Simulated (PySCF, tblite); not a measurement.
C₃H₄N₂O₂S₂.
Bonds: C1–S2, S2–O3 (double), S2–O4 (double), S2–C5, C5–C6 (aromatic), C6–N7 (aromatic), N7–S8 (aromatic), S8–N9 (aromatic), C5–N9 (aromatic). Hydrogens: H10, H11, H12 on C1; H13 on C6.

The geometry is computed with GFN2-xTB (gas phase).

**Question.** What internal coordinates does the optimisation give?

**Answer.** 
| bond | length (pm) | order |
| --- | --- | --- |
| C1–S2 | 180.4 | single |
| S2=O3, S2=O4 | 143.6 | double |
| S2–C5 | 179.3 | single |
| C5–C6 | 140.8 | aromatic |
| C6–N7 | 131.3 | aromatic |
| N7–S8 | 161.6 | aromatic |
| S8–N9 | 162.4 | aromatic |
| C5–N9 | 131.3 | aromatic |
| C1–H10, C1–H11, C1–H12 | 108.2 | single |
| C6–H13 | 107.3 | single |

Bonds in one row agree within 1 pm and their mean is given. Orders are formal, as drawn. A selection of angles:
| angle | degrees |
| --- | --- |
| S2–C1–H10 | 107.3 |
| H10–C1–H11 | 111.1 |
| C1–S2–O3 | 109.9 |
| C1–S2–C5 | 103.8 |
| O3–S2–O4 | 117.9 |
| O3–S2–C5 | 107.2 |
| S2–C5–C6 | 126.6 |
| S2–C5–N9 | 120.4 |
| C6–C5–N9 | 113.0 |
| C5–C6–N7 | 112.3 |
| C5–C6–H13 | 126.4 |
| N7–C6–H13 | 121.3 |
| C6–N7–S8 | 109.4 |
| N7–S8–N9 | 96.6 |
| C5–N9–S8 | 108.7 |

Torsions: C1–S2–C5–C6 180° (antiperiplanar).

The 5-membered ring C5–C6–N7–S8–N9 has internal angles of 96.6° to 113.0°; it is planar, 0.00 Å rms from its mean plane, widest ring torsion 0°. S2 (sulfonyl sulfur) is distorted tetrahedral (angles from 103.8° to 117.9°). Of the pairs four or more bonds apart, N9···H12 is among the closest relative to their van der Waals radii: 2.83 Å, 103 % of the sum of Bondi's values.

Point group: Cs (tolerance 0.08 Å). Its lowest GFN2-xTB frequency is 12 cm⁻¹, too small to tell a flat minimum from a shallow saddle. The numbers are those of one conformer.
